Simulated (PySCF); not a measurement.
A GIAO shielding run with PySCF 2.14 (density fitting, non-relativistic, gas phase) on SMILES CC(C)(C)[C@@H]1CO[SiH2]S1, C6H14OSSi:

```
$ OMP_NUM_THREADS=1 python probes_run.py task.json out

{"job": {"kind": "nmr", "xc": "PBE0", "basis": "pcSseg-1"}, "charge": 0, "multiplicity": 1}
C     -1.581612     1.542045     0.181434
C     -0.956665     0.143718     0.156170
C     -1.811113    -0.762116    -0.738641
C     -0.931825    -0.414424     1.579942
C      0.458330     0.255608    -0.437879
C      1.179104    -1.071829    -0.664634
O      2.531522    -0.860636    -0.960556
Si     3.304695     0.349458    -0.199700
S      1.566317     1.301406     0.604262
H     -2.584385     1.498854     0.599413
H     -0.979087     2.211038     0.790164
H     -1.645940     1.952195    -0.824055
H     -1.781149    -0.423350    -1.772072
H     -2.844546    -0.736453    -0.401069
H     -1.468387    -1.792986    -0.700565
H     -0.285774     0.193200     2.208157
H     -1.935033    -0.396729     1.998588
H     -0.577394    -1.442263     1.599754
H      0.395674     0.779782    -1.396974
H      0.744854    -1.601698    -1.516842
H      1.105250    -1.703785     0.226367
H      4.121589    -0.122872     0.904456
H      3.970826     1.128823    -1.225642
```

Hardware: 1 thread of an Arm Neoverse N1, shared host. The job also computes population analyses, field gradients, ring-centre shieldings.

Q: How large is the calculation?

A: 88 electrons, 237 basis functions and 1273 auxiliary functions.

Q: How long does it take, and how much memory does it need?

A: 110 s of wall time, with 14 SCF cycles and 5 response iterations; peak memory 1.1 GiB. Times on a shared host scatter by some tens of per cent.
